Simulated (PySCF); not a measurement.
In(OH)2(SMe) (CH5InO2S), SMILES C[S][In]([OH])[OH].

Geometry optimised at PBE0-D3(BJ)/def2-SVP. The structure was generated by enumeration; whether it is a known compound was not checked. The def2 effective core potentials stand for the cores of In; spin–orbit coupling is left out. The values are those of a single conformer.

Computed with PySCF with ωB97X/def2-TZVP.

Symmetry labels are those of the subgroup Cs that the program uses (full group Cs).

List the valence orbital energies around the gap with their symmetry. (An estimate is asked for; the answer gives what the named calculation found.)


```json
[
 {"orbital": "HOMO−7", "symmetry": "A'", "energy (eV)": "-14.41"},
 {"orbital": "HOMO−6", "symmetry": "A'", "energy (eV)": "-13.25"},
 {"orbital": "HOMO−5", "symmetry": "A'", "energy (eV)": "-12.68"},
 {"orbital": "HOMO−4", "symmetry": "A\"", "energy (eV)": "-11.64"},
 {"orbital": "HOMO−3", "symmetry": "A'", "energy (eV)": "-11.27"},
 {"orbital": "HOMO−2", "symmetry": "A\"", "energy (eV)": "-11.12"},
 {"orbital": "HOMO−1", "symmetry": "A'", "energy (eV)": "-10.53"},
 {"orbital": "HOMO", "symmetry": "A\"", "energy (eV)": "-9.44"},
 {"orbital": "LUMO", "symmetry": "A'", "energy (eV)": "0.09"},
 {"orbital": "LUMO+1", "symmetry": "A\"", "energy (eV)": "1.09"},
 {"orbital": "LUMO+2", "symmetry": "A'", "energy (eV)": "1.98"},
 {"orbital": "LUMO+3", "symmetry": "A'", "energy (eV)": "2.15"}
]
```
